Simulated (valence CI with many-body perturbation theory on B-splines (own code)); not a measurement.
La XXVII: magnetic and hyperfine properties of the levels

Computed by relativistic CI+MBPT: three valence electrons over a frozen Dirac-Fock core [Ar] 3d10, a basis of 11 s, 11 p, 9 d, 7 f, 5 g, 2 h, 1 i functions for each j, with the one-electron correlation potential Σ1, the two-electron term Σ2, the three-electron term Σ3, Breit, model QED; selected CI, second order for the rest (own B-spline code, finite nucleus).

The last digits are not significant, and no measured levels were compared; by estimate large intervals hold to a few tenths of a per cent, small ones and those within an open d or f shell to about a per cent.

A/g_I is the dipole constant over the nuclear g factor μ/I (μ in nuclear magnetons, uniformly magnetised nucleus), B/Q the quadrupole constant per barn. Both hold the static response of the core; the bare values leave it out. Large factors of s and p1/2 electrons are usually good to 5 to 10 %; those of open d and f shells near neutrality can be off by tens of per cent, and small factors of p3/2, d and f electrons come from cancelling terms and can be off by a factor of two or in sign, in half-filled shells by more. B is blank for J = 1/2, where it vanishes, and for nearly pure S terms. Energies count from the lowest level.

Names give the largest LS component (configuration and term), which can be under half, so a name can repeat, a term be missing and a line seem to break the LS rules; names also repeat where a configuration has a term twice. Letters in brackets count levels of one name in rising energy.

| Level | E (cm⁻¹) | g | A/g_I (MHz) | A/g_I bare | B/Q (MHz/b) | B/Q bare |
| --- | --- | --- | --- | --- | --- | --- |
| 4s²4p ²P°_1/2 | 0 | 0.663 | 130000 | 125000 |  |  |
| 4s²4p ²P°_3/2 | 190090 | 1.332 | 19900 | 18900 | 37500 | 35800 |
| 4s4p² ⁴P_1/2 | 452480 | 2.420 | 370000 | 354000 |  |  |
| 4s4p² ⁴P_3/2 | 586890 | 1.693 | 106000 | 102000 | 30500 | 29100 |
| 4s4p² ⁴P_5/2 | 626860 | 1.422 | 120000 | 115000 | 8380 | 8000 |
| 4s4p² ²D_3/2 | 690260 | 0.911 | -5950 | -5660 | 36000 | 34400 |
| 4s4p² ²P_1/2 | 719290 | 1.155 | -68600 | -65500 |  |  |
| 4s4p² ²D_5/2 | 804120 | 1.373 | 99700 | 95500 | 25400 | 24300 |
| 4s4p² ²S_1/2 | 909670 | 1.756 | 409000 | 391000 |  |  |
| 4s4p² ²P_3/2 | 914990 | 1.240 | -47700 | -45600 | -24000 | -22900 |
| 4s²4d ²D_3/2 | 1018100 | 0.816 | 1280 | 1500 | 8900 | 8550 |
| 4s²4d ²D_5/2 | 1051500 | 1.200 | 9890 | 9710 | 11500 | 11100 |
| 4p³ ²P°_3/2 [a] | 1164400 | 1.346 | 16000 | 15600 | 33400 | 31800 |
| 4p³ ⁴S°_3/2 | 1314200 | 1.430 | -7010 | -6330 | -2010 | -1910 |
| 4p³ ²D°_5/2 | 1319700 | 1.189 | 48500 | 46500 | -7710 | -7340 |
| 4s4p4d ⁴F°_3/2 | 1364600 | 0.486 | -39400 | -37600 | 12000 | 11500 |
| 4p³ ²P°_1/2 | 1388700 | 0.663 | 125000 | 119000 |  |  |
| 4s4p4d ⁴F°_5/2 | 1395600 | 1.055 | 66900 | 64200 | 4750 | 4580 |
| 4s4p4d ⁴F°_7/2 | 1450400 | 1.257 | 74200 | 71300 | 1070 | 1080 |
| 4s4p4d ⁴P°_5/2 | 1452000 | 1.441 | 66100 | 63700 | 8710 | 8340 |
| 4s4p4d ⁴D°_3/2 | 1455100 | 1.348 | 54900 | 53000 | 5600 | 5340 |
| 4s4p4d ⁴D°_1/2 | 1457700 | 0.343 | -157000 | -150000 |  |  |
| 4s4p4d ²F°_5/2 [a] | 1518700 | 0.954 | 11100 | 10800 | 20900 | 20100 |
| 4p³ ²P°_3/2 [b] | 1531000 | 1.273 | 15400 | 14900 | -26600 | -25400 |
| 4s4p4d ²P°_3/2 [a] | 1542400 | 0.997 | -32900 | -31300 | 1920 | 1900 |
| 4s4p4d ⁴F°_9/2 | 1579900 | 1.332 | 56400 | 54200 | 45900 | 43800 |
| 4s4p4d ⁴P°_1/2 | 1598900 | 2.367 | 225000 | 216000 |  |  |
| 4s4p4d ⁴D°_5/2 | 1599200 | 1.292 | 68700 | 66000 | 3550 | 3380 |
| 4s4p4d ⁴P°_3/2 | 1603600 | 1.480 | 77200 | 74100 | -8690 | -8320 |
| 4s4p4d ⁴D°_7/2 | 1604600 | 1.353 | 64600 | 62100 | 10500 | 10000 |
| 4s4p4d ²D°_5/2 [a] | 1644700 | 1.316 | 84600 | 81200 | -17200 | -16400 |
| 4s4p4d ²D°_3/2 [a] | 1661200 | 1.008 | -24200 | -23000 | -15500 | -14800 |
| 4s4p4d ²F°_7/2 [a] | 1694100 | 1.144 | -3370 | -3040 | 45500 | 43500 |
| 4s4p4d ²F°_5/2 [b] | 1702700 | 0.900 | -22200 | -21100 | 28900 | 27600 |
| 4s4p4d ²F°_7/2 [b] | 1710700 | 1.191 | 46700 | 44900 | 25700 | 24600 |
| 4s4p4d ²P°_1/2 [a] | 1727300 | 0.613 | -29900 | -28300 |  |  |
| 4s4p4d ²P°_1/2 [b] | 1753000 | 0.670 | -51900 | -49200 |  |  |
| 4s4p4d ²P°_3/2 [b] | 1772900 | 1.308 | 39700 | 38500 | 5550 | 5300 |
| 4s4p4d ²D°_3/2 [b] | 1774300 | 1.040 | 59500 | 57000 | -22300 | -21300 |
| 4s4p4d ²D°_5/2 [b] | 1781300 | 1.152 | -29900 | -28300 | -19300 | -18400 |

(1) Take the isotope of mass number 138, with I = 5, μ = 3.7084 μN and Q = 0.39 b. What is the hyperfine structure of 4s4p² ⁴P_5/2?

Answers

(1) From the table A = 89100 MHz, B = 3270 MHz. Shifts from the centre of gravity in MHz: F = 5/2: -1340000, F = 7/2: -1020000, F = 9/2: -624000, F = 11/2: -135000, F = 13/2: 445000, F = 15/2: 1110000.
